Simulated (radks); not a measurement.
Results of a calculation; reference values are marked as such.
Question: Radial electron density D(r) = 4 pi r^2 rho(r) of an atom or ion with 15 electrons. Level of theory: non-relativistic Kohn-Sham, TPSS, spin-polarised, spherical densities, point nucleus; meta-GGA in the generalised Kohn-Sham scheme (a radial shooting solver on a logarithmic mesh with Libxc functionals).

| r (bohr) | D(r) (e/bohr) | spin D(r) |
|---|---|---|
| 0.00303 | 1.180 | 0.000103 |
| 0.003821 | 1.801 | 0.000167 |
| 0.004781 | 2.682 | 0.000274 |
| 0.005981 | 3.945 | 0.000466 |
| 0.007483 | 5.711 | 0.000831 |
| 0.009437 | 8.206 | 0.00160 |
| 0.01181 | 11.36 | 0.00314 |
| 0.01477 | 15.25 | 0.00643 |
| 0.01848 | 19.71 | 0.0134 |
| 0.02312 | 24.31 | 0.0280 |
| 0.02916 | 28.44 | 0.0595 |
| 0.03648 | 30.85 | 0.119 |
| 0.04563 | 30.96 | 0.230 |
| 0.05709 | 28.82 | 0.419 |
| 0.072 | 25.61 | 0.721 |
| 0.09007 | 24.00 | 1.10 |
| 0.1127 | 25.81 | 1.48 |
| 0.141 | 30.48 | 1.64 |
| 0.1764 | 34.21 | 1.37 |
| 0.2224 | 32.25 | 0.635 |
| 0.2783 | 24.02 | 0.00730 |
| 0.3482 | 14.34 | 0.389 |
| 0.4356 | 9.146 | 2.23 |
| 0.5493 | 9.029 | 4.55 |
| 0.6872 | 8.977 | 5.13 |
| 0.8597 | 6.108 | 3.58 |
| 1.076 | 2.493 | 1.49 |
| 1.346 | 0.5637 | 0.344 |
| 1.697 | 0.05803 | 0.0370 |
| 2.123 | 0.002689 | 0.00180 |

What is the nuclear charge?

Answer: Z = 26. The innermost maximum, from 1s, lies near 1/Z = 0.0385 bohr (found: 0.0411), and its height grows with Z. The density is that of the iron ion Fe11+ in [Ne] 3s2 3p3; the configuration itself is not fixed sharply by these data, and Z only to about a unit. D(r) has 3 maxima, at r = 0.0411, 0.187, 0.619 bohr, and minima at 0.0908, 0.483 bohr, inside which lie 2.13, 10.48 electrons.
